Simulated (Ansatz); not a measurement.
Geometry optimisation, RKS PBE/def2-SVP (Ansatz).

Input file:

```yaml
crystal:
  periodic: [false, false, false]
  atoms:
    - { symbol: "N", position_ang: [-0.409, 1.0295, 1.3297] }
    - { symbol: C, position_ang: [-0.9083, 0.596, 0.0144] }
    - { symbol: Ge, position_ang: [0.1, -0.9621, -0.5251] }
    - { symbol: F, position_ang: [0.0562, -2.1981, 0.714] }
    - { symbol: S, position_ang: [2.271, -0.4075, -0.7566] }
    - { symbol: H, position_ang: [0.44417, 0.49997, 1.55184] }
    - { symbol: H, position_ang: [-1.12548, 0.61374, 2.04191] }
    - { symbol: H, position_ang: [-1.9367, 0.3263, 0.0649] }
    - { symbol: H, position_ang: [-0.7796, 1.4136, -0.7076] }
    - { symbol: H, position_ang: [-0.4004, -1.5017, -1.8384] }
    - { symbol: H, position_ang: [2.6181, -1.7123, -1.077] }
basis:
  gaussian: { orbitals: def2-SVP }
hamiltonian:
  xc: pbe
relax:
  f_tol: 0.015
  max_steps: 40
output:
  orbitals: {}
```

Launched with:

```bash
$ ansatz run input.yaml --threads 2 --pin off --max-ram 3072MiB --backend cpu --events-out ev --progress --plain --runs-dir out
```

**Question.** Where does it end, and by what steps?

**Answer.** The forces met the threshold. The force dipped under the threshold on the way, but the program's further checks kept it going. After 13 steps the energy has fallen by 0.491 eV; H7 moved furthest, 0.64 Å.

| step | energy less start (eV) | largest force component (eV/Å) | accepted |
| --- | --- | --- | --- |
| 0 | 0.0000 | 1.935 | yes |
| 1 | -0.3160 | 0.982 | yes |
| 2 | -0.3842 | 0.762 | yes |
| 3 | -0.4309 | 0.975 | yes |
| 4 | -0.4645 | 0.556 | yes |
| 5 | -0.4824 | 0.140 | yes |
| 6 | -0.4842 | 0.282 | yes |
| 7 | -0.4897 | 0.057 | yes |
| 8 | -0.4903 | 0.049 | yes |
| 9 | -0.4907 | 0.027 | yes |
| 10 | -0.4910 | 0.018 | yes |
| 11 | -0.4911 | 0.012 | yes |
| 12 | -0.4912 | 0.006 | yes |
| 13 | -0.4912 | 0.008 | yes |

```xyz
11
Properties=species:S:1:pos:R:3
N -0.593 0.919 1.439
C -0.894 0.637 0.046
Ge 0.062 -0.977 -0.625
F -0.140 -2.115 0.727
S 2.240 -0.442 -0.740
H 0.404 1.137 1.558
H -0.765 0.081 2.011
H -1.982 0.456 -0.083
H -0.639 1.506 -0.595
H -0.394 -1.794 -1.871
H 2.631 -1.709 -1.054
```

Time of the run: 44 s on 2 threads of Intel(R) Xeon(R) Platinum 8175M CPU @ 2.50GHz (Skylake/Cascade Lake), with other jobs on the host, peak memory 0.2 GiB.
